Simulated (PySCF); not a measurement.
Molecule: `OCc1ccoc1`, C5H6O2.

Bonds (- single, = double, # triple, : aromatic): O1-C2 1.406 Å, C2-C3 1.497 Å, C3:C4 1.437 Å, C4:C5 1.362 Å, C5:O6 1.348 Å, O6:C7 1.347 Å, C7:C3 1.366 Å. O1 carries H8; C2 carries H9, H10; C4 carries H11; C5 carries H12; C7 carries H13.

Geometry PBE0-D3(BJ)/def2-SVP throughout; GIAO in PySCF 2.14, gas phase, one conformer, non-relativistic; equivalent atoms averaged; basis pcSseg-1.

For orientation, PBE0 gives these absolute shieldings σ: O1 278.0, C5 37.1, C7 38.6, C3 52.7, C2 126.2, H13 23.77, H12 23.88, H11 24.79, H8 31.54 ppm.

A run gave: O1 282.4, C5 33.2, C7 34.8, C3 50.2, C2 127.4, H13 23.89, H12 24.02, H11 24.96, H8 31.45 ppm (absolute shieldings σ).

Problem. Which functional was used in that run?
A. BHandHLYP
B. mPW1PW91
C. LC-wPBE
D. KT3

Solution. A. C5 tells them apart best: BHandHLYP gives 33.2, KT3 gives 47.3, LC-wPBE gives 35.6, mPW1PW91 gives 36.1 ppm.
